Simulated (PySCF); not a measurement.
C₂H₈F₂Si₂, SMILES FC(C[SiH2][SiH3])F. Coordinates come from a PBE-D3(BJ)/def2-SVP optimisation. This is a generated structure with no PubChem entry under its InChIKey; it may be hypothetical. The values are those of a single conformer.

Problem. Give the equilibrium geometry at PBE-D3(BJ)/def2-SVP (PySCF confirms it by a frequency run) as Cartesian coordinates in Å. (An estimate is asked for; the answer gives what the named calculation found.)

Solution. One answer among several that fit: 
```xyz
14

F     -2.5178     1.3069    -0.4035
C     -1.2921     0.6965    -0.4330
F     -1.3518    -0.3022    -1.3774
C     -0.9494     0.1134     0.9203
Si     0.6115    -0.9938     0.9247
Si     2.3768     0.0553    -0.2266
H     -0.5480     1.4495    -0.7872
H     -1.8160    -0.4891     1.2664
H     -0.8106     0.9402     1.6468
H      0.3122    -2.3264     0.2967
H      1.0105    -1.2256     2.3586
H      2.6448     1.4141     0.3684
H      3.6361    -0.7644    -0.1431
H      2.0094     0.2395    -1.6753
```
Charge 0, spin multiplicity 1.
